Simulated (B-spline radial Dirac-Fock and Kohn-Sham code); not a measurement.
X-ray form factors of neutral atoms, Ba to Ir

Level of theory: configuration-average Dirac-Fock orbitals; an atomic code on a B-spline grid. f₀ is given at the stated s = sin θ/λ in Å⁻¹. The last column sums ⟨r²⟩ over the electrons.

```
 Z  element  f₀(0.35)  f₀(0.4)  f₀(0.5)  f₀(1.2)  f₀(2.5)  Σ⟨r²⟩ (bohr²)
56       Ba    36.063   33.818   29.948   15.954    6.703          103.6
57       La    36.660   34.398   30.522   16.227    6.918          101.0
58       Ce    37.475   35.140   31.153   16.490    7.140          98.61
59       Pr    38.485   36.032   31.855   16.745    7.364          96.30
60       Nd    39.363   36.839   32.542   17.004    7.602          94.13
61       Pm    40.267   37.674   33.253   17.263    7.846          92.07
62       Sm    41.193   38.532   33.987   17.524    8.095          90.10
63       Eu    42.138   39.412   34.744   17.789    8.348          88.22
64       Gd    42.941   40.195   35.465   18.072    8.611          86.78
65       Tb    44.076   41.229   36.318   18.337    8.859          84.67
66       Dy    45.065   42.162   37.134   18.622    9.116          83.00
67       Ho    46.066   43.110   37.968   18.916    9.371          81.38
68       Er    47.077   44.071   38.818   19.220    9.624          79.82
69       Tm    48.097   45.044   39.684   19.534    9.874          78.32
70       Yb    49.126   46.028   40.564   19.859   10.120          76.86
71       Lu    50.000   46.908   41.399   20.219   10.369          76.64
72       Hf    50.798   47.721   42.202   20.597   10.614          74.93
73       Ta    51.548   48.485   42.970   20.996   10.855          73.13
74        W    52.270   49.210   43.703   21.415   11.090          71.36
75       Re    52.978   49.910   44.404   21.854   11.319          69.66
76       Os    53.683   50.594   45.078   22.311   11.542          68.03
77       Ir    54.392   51.270   45.729   22.787   11.757          66.47
```

Values without a named source are computed, but for edge energies of neutral atoms, which are taken from tables.
